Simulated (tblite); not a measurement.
C4H10GeSSi.
SMILES with atom numbers: `[CH3:1][C:2](=[S:3])/[CH:4]=[CH:5]/[GeH2:6][SiH3:7]` (hydrogens: H8, H9, H10 on C1; H11 on C4; H12 on C5; H13, H14 on Ge6; H15, H16, H17 on Si7)

Computed with GFN2-xTB (tblite), gas phase: L-BFGS steps from a force-field or distance-geometry start until the largest atomic force falls under 0.01 eV/Å.

Step 18: E = -558.1417 eV
```
atom  x, y, z in Å  |  force x, y, z in eV/Å
C1     -3.3875   -0.6838    0.5535    0.026  -0.018  -0.031
C2     -2.1981   -0.4016   -0.3057   -0.020   0.014  -0.001
S3     -2.2704   -0.6417   -1.9273    0.003   0.011   0.070
C4     -1.0047    0.0632    0.3574   -0.004  -0.006   0.006
C5      0.1333    0.3968   -0.2666   -0.062  -0.008  -0.012
Ge6     1.7681    0.9727    0.6171    0.025   0.002   0.002
Si7     3.6151   -0.0765   -0.3777    0.034  -0.015  -0.022
H8     -3.2310   -1.6270    1.0816    0.002   0.016   0.003
H9     -4.2866   -0.7748   -0.0511    0.010  -0.003   0.008
H10    -3.5213    0.0963    1.3022   -0.003   0.006  -0.017
H11    -1.0618    0.1524    1.4380   -0.017  -0.039  -0.035
H12     0.1489    0.2964   -1.3478   -0.018   0.030   0.022
H13     1.7408    2.4842    0.5672    0.032  -0.019  -0.036
H14     1.5370    0.7096    2.0893   -0.008   0.003  -0.013
H15     3.1562   -0.8901   -1.5042   -0.018   0.011   0.004
H16     4.2667   -0.9580    0.5881    0.027  -0.009   0.030
H17     4.5884    0.8942   -0.8754   -0.010   0.022   0.022
```

Step 19: E = -558.1423 eV
```
atom  x, y, z in Å  |  force x, y, z in eV/Å
C1     -3.3870   -0.6835    0.5530    0.000  -0.017  -0.013
C2     -2.1983   -0.4023   -0.3064   -0.020   0.031   0.018
S3     -2.2713   -0.6417   -1.9277    0.007   0.009   0.061
C4     -1.0055    0.0632    0.3581   -0.002  -0.017  -0.011
C5      0.1313    0.3982   -0.2676   -0.029  -0.002   0.010
Ge6     1.7684    0.9725    0.6177    0.007  -0.021  -0.015
Si7     3.6165   -0.0772   -0.3762    0.029  -0.013  -0.018
H8     -3.2319   -1.6262    1.0811    0.017   0.001   0.020
H9     -4.2872   -0.7765   -0.0485   -0.004   0.001  -0.023
H10    -3.5235    0.0969    1.3010    0.013   0.006  -0.016
H11    -1.0624    0.1491    1.4394   -0.014  -0.035  -0.052
H12     0.1465    0.2991   -1.3493   -0.021   0.033   0.037
H13     1.7441    2.4831    0.5636    0.030  -0.008  -0.030
H14     1.5368    0.7105    2.0905   -0.009   0.007  -0.020
H15     3.1567   -0.8886   -1.5036   -0.017   0.007   0.002
H16     4.2711   -0.9589    0.5877    0.021  -0.006   0.028
H17     4.5888    0.8942   -0.8743   -0.008   0.025   0.022
```

Step 20: E = -558.1429 eV
```
atom  x, y, z in Å  |  force x, y, z in eV/Å
C1     -3.3868   -0.6834    0.5524   -0.031  -0.011   0.013
C2     -2.1990   -0.4023   -0.3067   -0.017   0.037   0.032
S3     -2.2722   -0.6416   -1.9271    0.007   0.005   0.027
C4     -1.0065    0.0628    0.3584   -0.002  -0.023  -0.022
C5      0.1288    0.3998   -0.2683    0.016   0.007   0.032
Ge6     1.7689    0.9718    0.6182   -0.010  -0.042  -0.032
Si7     3.6186   -0.0782   -0.3749    0.020  -0.012  -0.005
H8     -3.2326   -1.6254    1.0810    0.030  -0.013   0.036
H9     -4.2880   -0.7783   -0.0462   -0.015   0.003  -0.052
H10    -3.5258    0.0977    1.2994    0.025   0.006  -0.011
H11    -1.0632    0.1450    1.4397   -0.010  -0.029  -0.045
H12     0.1435    0.3029   -1.3501   -0.023   0.035   0.039
H13     1.7483    2.4818    0.5591    0.028  -0.001  -0.025
H14     1.5363    0.7119    2.0916   -0.010   0.011  -0.026
H15     3.1570   -0.8870   -1.5030   -0.016   0.000  -0.001
H16     4.2764   -0.9599    0.5876    0.013  -0.001   0.022
H17     4.5892    0.8946   -0.8728   -0.004   0.029   0.020
```

Step 21: E = -558.1437 eV
```
atom  x, y, z in Å  |  force x, y, z in eV/Å
C1     -3.3871   -0.6836    0.5519   -0.062  -0.002   0.041
C2     -2.2003   -0.4018   -0.3066   -0.015   0.032   0.037
S3     -2.2735   -0.6415   -1.9257    0.004   0.000  -0.022
C4     -1.0078    0.0619    0.3585   -0.005  -0.024  -0.026
C5      0.1258    0.4021   -0.2687    0.061   0.013   0.049
Ge6     1.7694    0.9702    0.6181   -0.021  -0.054  -0.045
Si7     3.6219   -0.0798   -0.3731    0.007  -0.011   0.012
H8     -3.2330   -1.6245    1.0816    0.039  -0.022   0.048
H9     -4.2893   -0.7807   -0.0441   -0.021   0.003  -0.075
H10    -3.5283    0.0988    1.2971    0.031   0.005  -0.002
H11    -1.0645    0.1388    1.4394   -0.003  -0.021  -0.018
H12     0.1392    0.3088   -1.3505   -0.022   0.036   0.029
H13     1.7543    2.4800    0.5528    0.024   0.000  -0.019
H14     1.5354    0.7141    2.0925   -0.010   0.015  -0.032
H15     3.1573   -0.8849   -1.5022   -0.011  -0.009  -0.006
H16     4.2838   -0.9614    0.5879    0.002   0.007   0.011
H17     4.5898    0.8957   -0.8704    0.000   0.031   0.018
```

Task: Estimate the geometry and energy of step 22. (The exact step hangs on the optimiser's Hessian estimate; all steps are aligned on step 21, rigid shifts and turns removed.)

Result: E = -558.1448 eV, largest force 0.105 eV/Å
```
atom  x, y, z in Å  |  force x, y, z in eV/Å
C1     -3.3886   -0.6842    0.5518   -0.079   0.006   0.059
C2     -2.2027   -0.4005   -0.3060   -0.014   0.012   0.027
S3     -2.2753   -0.6412   -1.9240   -0.001  -0.002  -0.072
C4     -1.0095    0.0602    0.3583   -0.008  -0.020  -0.019
C5      0.1224    0.4054   -0.2685    0.089   0.012   0.055
Ge6     1.7698    0.9669    0.6173   -0.019  -0.048  -0.046
Si7     3.6268   -0.0824   -0.3706   -0.009  -0.007   0.026
H8     -3.2328   -1.6235    1.0834    0.041  -0.020   0.052
H9     -4.2915   -0.7840   -0.0427   -0.018   0.001  -0.085
H10    -3.5314    0.1006    1.2940    0.029   0.004   0.013
H11    -1.0666    0.1295    1.4385    0.009  -0.011   0.023
H12     0.1328    0.3179   -1.3503   -0.017   0.039   0.012
H13     1.7634    2.4773    0.5436    0.019  -0.010  -0.012
H14     1.5338    0.7176    2.0930   -0.009   0.018  -0.039
H15     3.1574   -0.8822   -1.5011   -0.001  -0.019  -0.007
H16     4.2943   -0.9634    0.5885   -0.013   0.017  -0.004
H17     4.5906    0.8980   -0.8666    0.002   0.028   0.017
```

The energy changes by -0.0011 eV. The first-order estimate −F·Δx gives -0.0015 eV and the mean of the old and new forces, exact on a quadratic surface, -0.0011 eV. The step makes an angle of 73° with the force vector and moves no atom by more than 0.013 Å.

What follows is the cost of the whole relaxation. Hardware: Arm Neoverse V1, one thread, shared host with 32 logical CPUs at a one-minute load of 13. Cost: 1.0 s of wall time.
